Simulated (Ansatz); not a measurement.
Reaction (formal exchange of groups at a C–Si bond): `F[SiH2]C[SiH2]F` + `O[SiH2]O` → `O[SiH](O)C[SiH2]F` + `F[SiH3]`

Calculated with Ansatz (gas phase, PBE0-D4/def2-TZVP geometries, no zero-point term in ΔE). CCSD(T)/CBS adds triple-zeta CCSD(T) − MP2 to the extrapolated MP2 energy (def2 sets, frozen cores). This one scheme is used for every species. DFT in def2-TZVPP. One conformer a species, not always the lowest.

| level | ΔE (kJ/mol) |
| --- | --- |
| PBE0 | -9.5 |
| CCSD(T)/def2-TZVPP | -13.0 |
| SCS-MP2/def2-QZVPP | -10.3 |
| HF/CBS(def2) | -6.6 |

Question: What does CCSD(T)/CBS give? (Estimate.)

Answer: The calculation gave: -12.0 kJ/mol. The listed levels differ from it by 2.5, -1.0, 1.7, 5.4 kJ/mol.

Largest T1 diagnostic among the species: 0.011.

The D4 term adds −6.7 kJ/mol with B3LYP and −3.8 kJ/mol with PBE0; it sums over pairs of atoms, weighted by their polarisabilities, and B3LYP, whose exchange is more repulsive, gets the larger term. In def2-TZVPP, CCSD(T) changes the Hartree–Fock value by −5.5 kJ/mol (the triples alone add −1.0 kJ/mol) and MP2 by −5.0 kJ/mol.

CCSD(T)/CBS has its own doubt, a few kJ/mol and more with outer-core shells, so smaller differences from it don't rank the levels.

B3LYP here is the variant with VWN-RPA as its local correlation; programs differ in this.
